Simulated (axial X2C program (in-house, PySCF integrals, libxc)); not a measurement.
**Levels of InBr⁺ by electron attachment to InBr²⁺ (EOM-EA-CCSD)**

Calculated with an axial X2C code built on PySCF integrals: two-component X2C with atomic mean-field Coulomb and Gaunt terms, Gaussian nuclei, basis In dyall-acv3z, Br dyall-acv3z with contracted cores.

R = 2.469 Å (near the PBE0 minimum at charge 1 of the determinant lowest at the starting distance; the state shown can have its own minimum elsewhere).

Hartree–Fock spinors of InBr²⁺ (one of each Kramers pair; a window near the gap, which can cut inner shells):

| ω | occupied | ε (eV) | character |
| --- | --- | --- | --- |
| 1/2 | yes | -25.51 | 55% Br p, 33% In s, 4% Br s |
| 1/2 | yes | -23.48 | 81% Br p, 7% In s, 4% In f |
| 3/2 | yes | -23.26 | 88% Br p, 4% In f, 4% In d |
| 1/2 | no | -15.22 | 35% In s, 31% Br p, 28% In p |
| 1/2 | no | -10.77 | 82% In p, 9% Br d, 5% Br p |
| 3/2 | no | -10.54 | 81% In p, 9% Br d, 5% Br p |
| 1/2 | no | -8.09 | 50% In p, 23% In d, 11% Br p |
| 1/2 | no | -6.34 | 73% In s, 8% Br s, 7% Br d |
| 3/2 | no | -5.38 | 92% In d, 8% Br d |

Levels of InBr⁺ obtained by attaching an electron to InBr²⁺:

| Ω | binding energy (eV) | above lowest (cm⁻¹) | attached spinor | one-particle weight |
| --- | --- | --- | --- | --- |
| 1/2 | 16.013 | 0 | 35% In sσ, 30% Br pσ, 26% In pσ | 0.96 |
| 3/2 | 11.401 | 37200 | 82% In pπ, 9% Br dπ | 0.92 |

This point took 56 s on 1 thread of Intel(R) Xeon(R) Processor @ 2.30GHz (shared host).

Reference electrons by ω block (each with its −ω partner): 1/2: 26, 3/2: 12, 5/2: 3. 18 electrons of InBr²⁺ correlated (inner shells frozen), 92 natural virtual spinors (a truncated set); levels can be off by some tenths of an eV. Roots sought by Ω: (1/2: 5, 3/2: 4, 5/2: 2, 7/2: 1); the list ends where they run out and leaves out roots under 60 % one-particle weight. The solver can skip a root, and states that need a further excitation, which the method places far too high, are missing though they may lie low or lowest. T1 of the reference 0.038 (Lee–Taylor). The reference was not checked to be the lowest state of its species. Number of frozen shells: In 4 s, 3 p, 1 d; Br 3 s, 2 p, 1 d. Large amplitudes in the reference (orbital relaxation or multireference character) lower the reliability. Left out with split weight: Ω = 1/2 at 11.70 eV (0.23), Ω = 1/2 at 11.64 eV (0.38).
